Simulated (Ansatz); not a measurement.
FH3O2Si2. Total charge 0; spin multiplicity 1. The bonds changed during the relaxation, so this is another structure than the one it started from. The geometry is a stationary point of PBE0-D4/def2-TZVP. It is one conformer, not always the lowest.

```xyz
8

O     0.102   -0.674    1.634
Si    0.180    0.779    0.995
O    -0.061    1.084   -0.498
Si   -0.683   -0.073   -1.827
F    -0.531   -1.435   -0.799
H    -0.113   -1.332    0.934
H     0.384    1.839    1.985
H     0.723   -0.187   -2.424
```

Task: What is the dipole moment at r2SCAN/def2-TZVPP? (An estimate is asked.)

Result: Computed: 5.08 D, with components (1.53, 1.74, 4.52) D in this frame, pointing from negative to positive charge.

Task: And with PBE, B3LYP, ωB97M-V? (An estimate is asked.)

Result: Ansatz gave: PBE 4.65 D, B3LYP 5.28 D, ωB97M-V 5.85 D.

Task: Give the Mulliken charges with r2SCAN, B3LYP, PBE in def2-TZVPP. (Estimate.)

Result: The calculation gave: 
| atom | r2SCAN | B3LYP | PBE |
| --- | --- | --- | --- |
| O1 | -0.37 | -0.35 | -0.31 |
| Si2 | 0.79 | 0.75 | 0.64 |
| O3 | -0.40 | -0.38 | -0.31 |
| Si4 | 0.28 | 0.28 | 0.21 |
| F5 | -0.41 | -0.42 | -0.37 |
| H6 | 0.27 | 0.26 | 0.24 |
| H7 | 0.01 | 0.01 | 0.01 |
| H8 | -0.15 | -0.14 | -0.12 |

B3LYP here is the variant with VWN-RPA as its local correlation; programs differ in this.
